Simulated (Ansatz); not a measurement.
`N=C[SiH]1C=N1` + NH₃ → `N[SiH]1C=N1` + `C=N` at 500 K and 1 bar (ligand exchange at the Si–C bond).

Calculated with Ansatz (gas phase, PBE0-D4/def2-TZVP geometries, no zero-point term in ΔE). CCSD(T)/CBS adds triple-zeta CCSD(T) − MP2 to the extrapolated MP2 energy (def2 sets, frozen cores). This one scheme is used for every species. One conformer a species, not always the lowest.

| species | CCSD(T)/CBS energy (Eh) | H − E (kJ/mol) | S (J/(mol·K)) |
| --- | --- | --- | --- |
| `N=C[SiH]1C=N1` | -476.90428 | 194.8 | 374.3 |
| NH₃ | -56.50880 | 108.2 | 211.8 |
| `N[SiH]1C=N1` | -438.91336 | 177.9 | 349.7 |
| `C=N` | -94.52360 | 124.2 | 249.5 |

H − E and S are ideal-gas, rigid-rotor, harmonic terms from PBE0-D4/def2-TZVP, for one conformer and one mirror image of each species. 1 Eh = 2625.50 kJ/mol, R = 8.31446 J/(mol·K).

Task: By hand: ΔE, ΔH, ΔS and ΔG.

Result: ΔE = (-438.91336) + (-94.52360) − (-476.90428) − (-56.50880) = -0.02388 Eh = -62.7 kJ/mol. Δ(H − E) = 177.9 + 124.2 − 194.8 − 108.2 = -0.9, so ΔH = -63.6 kJ/mol. ΔS = 349.7 + 249.5 − 374.3 − 211.8 = 13.1 J/(mol·K). ΔG = -63.6 − 500 × (13.1)/1000 = -70.2 kJ/mol.

Task: By hand: the equilibrium constant, and the temperature at which ΔG would vanish if ΔH and ΔS stayed fixed.

Result: log₁₀ K = −ΔG/(RT ln 10) = 7.3. ΔH and −TΔS have one sign here, so there is no such temperature.

The number of gas molecules stays the same, so ΔS is small and ΔH decides. A doubt of 5 kJ/mol in ΔE shifts log₁₀ K by 0.5 here. Other conformers and mirror images would add mixing entropy, several J/(mol·K) or more a flexible species. These are equilibria of isolated gas molecules and say nothing of rates. Largest T1 diagnostic: 0.016 (customary marks: 0.02 for closed shells, 0.045 for open ones).
